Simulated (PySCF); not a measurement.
**Sb²⁺: interval between two levels**

Sb²⁺ [Kr] 4d10 5s2 5p1 [2P3/2, M_J = 3/2] → Sb²⁺ [Kr] 4d10 5s1 5p2 [4P5/2, M_J = 5/2], as a difference of total energies. Calculation: PySCF 2.14, in x2c-TZVPall-2c with one added diffuse shell each of s, p, d, f type (9s10p6d3f, 90 functions); the two-component X2C-1e Hamiltonian. Correlated levels: [Ar] 3d10 frozen; the 6 highest virtual spinors dropped. "Screened" scales the spin-orbit matrix elements by Boettger's factors to mimic the two-electron term; Breit and QED terms are absent.

| method | interval between two levels (cm⁻¹) |
| --- | --- |
| GHF (spin-free) | 45110 |
| GMP2 (spin-free) | 57785 |
| GHF (screened spin-orbit) | 44737 |
| GMP2 (screened spin-orbit) | 57312 |

The labels give the starting determinants; with spin-orbit coupling the two ends relaxed to ⟨J²⟩ = 3.76, ⟨L²⟩ = 2.02, ⟨S²⟩ = 0.77 and ⟨J²⟩ = 8.76, ⟨L²⟩ = 2.08, ⟨S²⟩ = 3.73.
